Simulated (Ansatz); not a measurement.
Two isomers of CH6BNOSi: A = `B[SiH2]C(=N)O`, B = `BO/C=N\[SiH3]`.

Computed with Ansatz on PBE0-D4/def2-TZVP structures; ΔE is electronic, products minus reactants. CCSD(T)/CBS is the MP2 limit (def2-TZVPP, def2-QZVPP) plus CCSD(T) − MP2 in def2-TZVPP, frozen cores. Functionals use def2-TZVPP. B3LYP here is the variant with VWN-RPA as its local correlation; programs differ in this. One conformer a species, not always the lowest.

A:

Z-matrix (Å, degrees):
```
Si
C 1 1.902
B 1 2.007 2 112.5
H 1 1.494 2 108.1 3 116.8
H 1 1.483 2 107.6 3 -125.4
O 2 1.357 1 112.9 3 -69.7
N 2 1.264 1 120.1 3 108.2
H 3 1.196 1 119.8 2 -165.8
H 3 1.195 1 122.4 2 16.3
H 6 0.967 2 109.7 1 177.1
H 7 1.024 2 113.3 1 -177.7
```

B:

Z-matrix (Å, degrees):
```
Si
N 1 1.747
H 1 1.487 2 110.8
H 1 1.487 2 110.7 3 -121.8
H 1 1.481 2 107.4 3 119.1
C 2 1.241 1 125.7 3 60.3
O 6 1.378 2 123.7 1 0.1
H 6 1.095 2 123.8 1 -180.0
B 7 1.358 6 121.3 2 -179.7
H 9 1.199 7 119.6 6 -0.0
H 9 1.192 7 116.7 6 -180.0
```

**Question.** Which is lower in electronic energy at CCSD(T)/CBS, and by how much? (An estimate is asked.)

**Answer.** Ansatz gave: B, by 49.3 kcal/mol.

**Question.** Give E(B) − E(A) in kcal/mol with ωB97M-V, r2SCAN-D4, B2PLYP, PBE-D4, MP2/def2-TZVPP, CCSD/def2-TZVPP, B3LYP-D4. (Best estimate.)

**Answer.** Computed: ωB97M-V -50.0, r2SCAN-D4 -48.7, B2PLYP -51.3, PBE-D4 -45.2, MP2/def2-TZVPP -52.0, CCSD/def2-TZVPP -50.0, B3LYP-D4 -50.3. None reverses the order clearly.

Largest T1 diagnostic: 0.015.

From PBE to PBE0 (25 % exact exchange), in def2-TZVPP and without D4, E(B) − E(A) moves by −1.5 kcal/mol. In def2-TZVPP, CCSD(T) changes the Hartree–Fock value by +4.6 kcal/mol (the triples alone add +0.3 kcal/mol) and MP2 by +2.3 kcal/mol.
